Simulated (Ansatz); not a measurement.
`C=CBBr` + H₂ → `BBr` + `C=C` at 400 K and 1 bar (hydrogenolysis of a B–C bond).

Isolated molecules relaxed with PBE0-D4/def2-TZVP in Ansatz; ΔE leaves out vibrations. CCSD(T)/CBS is the MP2 limit (def2-TZVPP, def2-QZVPP) plus CCSD(T) − MP2 in def2-TZVPP, frozen cores. This one scheme is used for every species. For Br outer-core shells are correlated without core-valence functions, which leaves a few kJ/mol of doubt a bond. Scalar relativity is left out up to krypton. Each species was taken in one conformer, which may not be the lowest.

| species | CCSD(T)/CBS energy (Eh) | H − E (kJ/mol) | S (J/(mol·K)) |
| --- | --- | --- | --- |
| `C=CBBr` | -2676.63535 | 171.1 | 333.8 |
| H₂ | -1.17544 | 38.0 | 139.0 |
| `BBr` | -2599.32470 | 69.2 | 259.0 |
| `C=C` | -78.48111 | 149.4 | 232.7 |

H − E and S are ideal-gas, rigid-rotor, harmonic terms from PBE0-D4/def2-TZVP, for one conformer and one mirror image of each species. The MP2-based limit puts H₂ 0.8 mEh under its directly extrapolated value; such offsets cancel only in part. 1 Eh = 2625.50 kJ/mol, R = 8.31446 J/(mol·K).

**Question.** By hand: ΔE, ΔH, ΔS and ΔG.

**Answer.** ΔE = (-2599.32470) + (-78.48111) − (-2676.63535) − (-1.17544) = 0.00498 Eh = 13.1 kJ/mol. Δ(H − E) = 69.2 + 149.4 − 171.1 − 38.0 = 9.5, so ΔH = 22.6 kJ/mol. ΔS = 259.0 + 232.7 − 333.8 − 139.0 = 18.9 J/(mol·K). ΔG = 22.6 − 400 × (18.9)/1000 = 15.0 kJ/mol.

**Question.** By hand: the equilibrium constant, and the temperature at which ΔG would vanish if ΔH and ΔS stayed fixed.

**Answer.** log₁₀ K = −ΔG/(RT ln 10) = -2.0. ΔG = 0 at ΔH/ΔS = 1196 K, though so small a ΔS makes that figure unsure.

TΔS isn't small against ΔH here. A doubt of 5 kJ/mol in ΔE shifts log₁₀ K by 0.7 here. Other conformers and mirror images would add mixing entropy, several J/(mol·K) or more a flexible species. These are equilibria of isolated gas molecules and say nothing of rates. Largest T1 diagnostic: 0.011 (customary marks: 0.02 for closed shells, 0.045 for open ones).
